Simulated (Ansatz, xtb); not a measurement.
# C4H9BrSi: which of two isomers lies lower

We compare a, `C=CC[SiH](C)Br`, a singlet, with b, `C=C[Si](C)(C)Br`, a singlet. Both are isolated molecules in the gas phase, relaxed with PBE0-D3(BJ)/def2-SVP; each stands in its lowest conformer found.

Task: Estimate E(b) − E(a) at the level CCSD(T)/def2-SVP + ΔMP2/def2-TZVPP.

Result: Calculated at CCSD(T)/def2-SVP + ΔMP2/def2-TZVPP: E(b) − E(a) = −39.7 kJ/mol, so structure b lies lower.

How the difference moves with the method:

| level | geometry | E(b) − E(a) (kJ/mol) | departure from the last row (kJ/mol) | job, with rough time for the two |
| --- | --- | --- | --- | --- |
| PBE0-D3(BJ)/def2-SVP | PBE0-D3(BJ)/def2-SVP | −31.5 | +8.2 | optimisation, 2.1 min |
| HF/def2-SVP | PBE0-D3(BJ)/def2-SVP | −33.8 | +5.9 | part of the CCSD(T) run |
| MP2/def2-SVP | PBE0-D3(BJ)/def2-SVP | −31.5 | +8.2 | part of the CCSD(T) run |
| CCSD(T)/def2-SVP | PBE0-D3(BJ)/def2-SVP | −29.7 | +10.0 | single point |
| CCSD(T)/def2-SVP + ΔMP2/def2-TZVPP | PBE0-D3(BJ)/def2-SVP | −39.7 |  | single point, 2.4 min |

As drawn, b has 1 C–Si, 1 C–H in place of 1 C–C, 1 Si–H.

The levels shown agree on the order. The largest departure from CCSD(T)/def2-SVP + ΔMP2/def2-TZVPP is that of CCSD(T)/def2-SVP, 10.0 kJ/mol. Levels run at GFN2-xTB geometries aren't shown. The last row adds to CCSD(T) the change of the MP2 difference between the two basis sets, here −10.0 kJ/mol.

With thermal terms from frequencies at re-optimised GFN2-xTB minima (ideal gas, soft modes damped towards free rotors, one conformer each, 298.15 K, 1 atm): the zero-point term adds +2.4 kJ/mol; ΔH is −35.3 and ΔG −39.1 kJ/mol.

The correlated steps freeze 18 core orbitals; the filled d shell of Br is correlated, in a basis made for valence electrons. Programs: Ansatz 0.2.0, xtb 6.7.1; the last row on 2 threads of Arm Neoverse V2 on a shared host.
